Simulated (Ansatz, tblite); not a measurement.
Cost and result up the ladder for (FInO)3 ring (In₃O₃F₃) (9 atoms). Total charge 0; singlet. Geometry: r2SCAN-D4/def2-SVP.

```
atom    x (Å)    y (Å)    z (Å)
 In1   1.7787  -0.3975   0.8276
  F2   3.5098  -0.7740   1.6305
  O3   0.2729   0.2726   1.9586
 In4  -1.5013   0.6828   1.1343
  F5  -2.9561   1.3581   2.2346
  O6  -1.7724   0.3995  -0.8258
 In7  -0.2782  -0.2877  -1.9621
  F8  -0.5513  -0.5762  -3.8661
  O9   1.4978  -0.6775  -1.1316
```

Ansatz on 2 threads of AMD EPYC 7R13 on a shared host and a share (18 GiB) of an NVIDIA H100 80GB HBM3; xTB runs through tblite on one thread. Times are rough, summed over both states, and most runs start from the orbitals of an earlier one. PBE0-D4/def2-TZVP serves as the yardstick here, not as an exact answer. The other state is a triplet.

In the def2 sets In takes a core potential; there is no spin–orbit coupling. The xTB rows come from tblite. HOMO above LUMO, or a gap near zero within one spin, warns that the state may not be the lowest or that an electron is smeared out.

Run but left out: PBE-D4/def2-TZVP (triplet: an occupied level 0.13 eV above an empty one).

xTB has no spin-polarisation term.

```json
{"level": "PBE0-D4/def2-TZVP (with forces)", "functions": "336", "vertical triplet (eV)": "3.29", "difference from PBE0-D4/def2-TZVP (eV)": "0.00", "remarks": "–"}
{"level": "r2SCAN-D4/def2-TZVP", "functions": "336", "vertical triplet (eV)": "3.03", "difference from PBE0-D4/def2-TZVP (eV)": "-0.26", "remarks": "gap within one spin near zero (triplet)"}
{"level": "GFN1-xTB", "functions": "51", "vertical triplet (eV)": "3.13", "difference from PBE0-D4/def2-TZVP (eV)": "-0.16", "remarks": "–"}
{"level": "GFN2-xTB", "functions": "51", "vertical triplet (eV)": "2.22", "difference from PBE0-D4/def2-TZVP (eV)": "-1.07", "remarks": "–"}
```

(1) Estimate how long each takes.

Results:

(1) GFN1-xTB 0.021 s; GFN2-xTB 0.028 s; r2SCAN-D4/def2-TZVP 11 s; PBE0-D4/def2-TZVP (with forces) 14 s. On shared hardware such times vary by a factor of up to 3.
